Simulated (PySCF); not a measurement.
SbH₂: bending curve

Method: UPBE0/[Sb def2-TZVP with ECP28, H def2-TZVP], scalar-relativistic core potentials, density fitting, no spin–orbit coupling, PySCF.

Rigid scan from the doublet minimum (Sb–H 1.712 Å (×2); H–Sb–H 90.3°). Coordinate: the H–Sb–H angle, bonds fixed. Energies in kJ/mol from the minimum.

| bond angle (°) | E (kJ/mol) | dipole size (D) | ⟨S²⟩ |
| --- | --- | --- | --- |
| 80 | 6.1 | 0.44 | 0.76 |
| 90 | 0.0 | 0.28 | 0.75 |
| 100 | 5.2 | 0.09 | 0.75 |
| 110 | 21.1 | 0.11 | 0.75 |
| 120 | 46.9 | 0.32 | 0.75 |
| 130 | 82.2 | 0.53 | 0.76 |
| 140 | 126.4 | 0.73 | 0.76 |
| 150 | 178.9 | 0.91 | 0.76 |
| 160 | 236.6 | 0.92 | 0.91 |
| 170 | 282.8 | 0.60 | 1.37 |
| 180 | 312.2 | 0.34 | 1.67 |

With the bonds held, the linear shape lies 312.2 kJ/mol from the minimum.

Spin contamination is strong at 170, 180, so these points are less reliable.

No spin–orbit coupling is included, which matters more the heavier the element.

Other isomers or separated fragments may lie lower.

The scan took roughly 60 core-seconds on a shared host.
